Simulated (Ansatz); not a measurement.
The cluster Li₂Te. The state is a quintet with charge 0. Geometry PBE-D4/def2-TZVP; atoms count from 1.

Cartesian coordinates in Å:
```
Li -0.024 3.043 -1.778
Li 0.036 -3.045 1.773
Te -0.012 0.002 0.004
```

In the def2 sets Te takes a core potential; there is no spin–orbit coupling. At PBE0-D4/def2-TZVP a singlet of charge 0 lies 4.86 eV below the quintet, each at its own geometry. The structure comes from a short search, and lower isomers may exist.

**Question.** Estimate the Mulliken populations from the PBE0/def2-TZVP orbitals of Ansatz.

**Answer.** 
```csv
atom,charge (e),spin (α − β)
Li1,-0.05,1.00
Li2,-0.05,1.00
Te3,0.10,2.01
```
Mulliken values depend strongly on the basis.

**Question.** Where does the spin sit?

**Answer.** Summed by element: Li 1.99, Te 2.01, of 4 unpaired in all. Largest on single atoms: Te3 2.01, Li1 1.00, Li2 1.00.
